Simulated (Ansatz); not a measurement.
Program: Ansatz. Geometries: PBE0-D4/def2-TZVP. ΔE: electronic, gas phase. CCSD(T)/CBS adds triple-zeta CCSD(T) − MP2 to the extrapolated MP2 energy (def2 sets, frozen cores). This one scheme is used for every species. DFT in def2-TZVPP. For Br outer-core shells are correlated without core-valence functions, which leaves a few kJ/mol of doubt a bond. Scalar relativity is left out up to krypton. Each species was taken in one conformer, which may not be the lowest.

Consider the formal hydrolysis of the Si–Br bond: `B[SiH](Br)C=O` + H₂O → `B[SiH](O)C=O` + HBr.

| level | ΔE (kJ/mol) |
| --- | --- |
| r2SCAN-D4 | 1.7 |
| ωB97M-V | 1.7 |

**Question.** What does CCSD(T)/CBS give? (An estimate is asked.)

**Answer.** Ansatz gave: +7.4 kJ/mol. The listed levels differ from it by -5.7, -5.7 kJ/mol.

Largest T1 diagnostic among the species: 0.016.

In def2-TZVPP, CCSD(T) changes the Hartree–Fock value by +5.0 kJ/mol (the triples alone add +1.4 kJ/mol) and MP2 by +10.7 kJ/mol. The D4 term adds +4.0 kJ/mol with B3LYP and +2.2 kJ/mol with PBE0; it sums over pairs of atoms, weighted by their polarisabilities, and B3LYP, whose exchange is more repulsive, gets the larger term.

CCSD(T)/CBS has its own doubt, a few kJ/mol and more with outer-core shells, so smaller differences from it don't rank the levels.

B3LYP here is the variant with VWN-RPA as its local correlation; programs differ in this.
